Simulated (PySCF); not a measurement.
# Working out the ionisation energy of Cu⁺

Cu⁺ [Ar] 3d10 (1S) → Cu²⁺ [Ar] 3d9 (2D). Computed with PySCF 2.14 in 6-31G*, with no relativity, point nucleus. Frozen: [Ar]. Energies in hartree (1 hartree = 27.21139 eV):

```csv
part,Cu⁺ (lower),Cu²⁺ (upper)
UHF,-1638.350384,-1637.788881
MP2 opposite-spin,-0.153598,-0.103455
MP2 same-spin,-0.088239,-0.059371
```

Question: What does Hartree-Fock give?

Answer: (-1637.788881) − (-1638.350384) = 0.561503 hartree = 15.279 eV.

Question: What do MP2 and SCS-MP2 (6/5 opposite-spin, 1/3 same-spin) give?

Answer: The opposite-spin parts differ by 1.364 eV and the same-spin parts by 0.786 eV. MP2: 15.279 + (1.364) + (0.786) = 17.429 eV. SCS-MP2: 15.279 + 1.2 × (1.364) + (0.786)/3 = 17.178 eV.

Reference: 20.292 eV (measured; NIST Atomic Spectra Database, ionization energies), between the lowest levels; spin-orbit coupling is absent from the calculation.

The calculation is non-relativistic.

What remains against the reference includes basis incompleteness, the frozen core and correlation beyond second order.
